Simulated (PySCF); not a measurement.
# Electron correlation in Sb²⁺ (antimony, charge +2)

[Kr] 4d10 5s2 5p1, 2P determinant. Computed with PySCF 2.14 in cc-pVTZ-PP with ECP28MDF, with a scalar-relativistic core potential. Frozen: 4s2 4p6 4d10; 3 electrons correlated.

MP2 pair energies summed by pair of shells (mhartree):

```
 pair  energy  share (%)
5s-5s  -18.88       55.7
5s-5p  -15.03       44.3
```

Total MP2 correlation energy: -33.91 mhartree.

Same-spin part -2.24 and opposite-spin part -31.67 mhartree; SCS-MP2 scales them by 1/3 and 6/5 to -38.75 mhartree.

| level | correlation energy (mhartree) |
| --- | --- |
| CCSD | -45.91 |
| (T) | -0.60 |
| CCSD(T) | -46.51 |

Diagnostics: T1 = 0.0086, D1 = 0.0198, largest double amplitude 0.095.

Cost of the coupled-cluster step: 0.32 s of wall time on 1 thread of Neoverse-V1 (shared host), for 3 correlated electrons.

Iterations:

```
CC2 = 0
CCSD nocc = (np.int64(2), np.int64(1)), nmo = (30, 30)
frozen orbitals [[0, 1, 2, 3, 4, 5, 6, 7, 8], [0, 1, 2, 3, 4, 5, 6, 7, 8]]
max_cycle = 100
direct = 0
conv_tol = 1e-08
conv_tol_normt = 1e-06
diis_space = 8
diis_start_cycle = 0
Init t2, MP2 energy = -0.0339107523656351
Init E_corr(UCCSD) = -0.0339107523682453
cycle = 1  E_corr(UCCSD) = -0.0419241957314455  dE = -0.00801344336  norm(t1,t2) = 0.0425765
cycle = 2  E_corr(UCCSD) = -0.0443800495025068  dE = -0.00245585377  norm(t1,t2) = 0.0167232
cycle = 3  E_corr(UCCSD) = -0.0459201654313838  dE = -0.00154011593  norm(t1,t2) = 0.0072232
cycle = 4  E_corr(UCCSD) = -0.0459063184815019  dE = 1.38469499e-05  norm(t1,t2) = 0.000770844
cycle = 5  E_corr(UCCSD) = -0.0459132593405765  dE = -6.94085907e-06  norm(t1,t2) = 8.97757e-05
cycle = 6  E_corr(UCCSD) = -0.0459117737241184  dE = 1.48561646e-06  norm(t1,t2) = 1.16556e-05
cycle = 7  E_corr(UCCSD) = -0.0459123600631805  dE = -5.86339062e-07  norm(t1,t2) = 2.65028e-06
cycle = 8  E_corr(UCCSD) = -0.0459121870308521  dE = 1.73032328e-07  norm(t1,t2) = 7.24978e-07
cycle = 9  E_corr(UCCSD) = -0.0459122116239203  dE = -2.45930681e-08  norm(t1,t2) = 1.29068e-07
cycle = 10  E_corr(UCCSD) = -0.0459122134171285  dE = -1.79320823e-09  norm(t1,t2) = 1.8439e-08
UCCSD converged
E(UCCSD) = -238.4196308785579  E_corr = -0.04591221341712848
UCCSD(T) correction = -0.000601861994434232
```
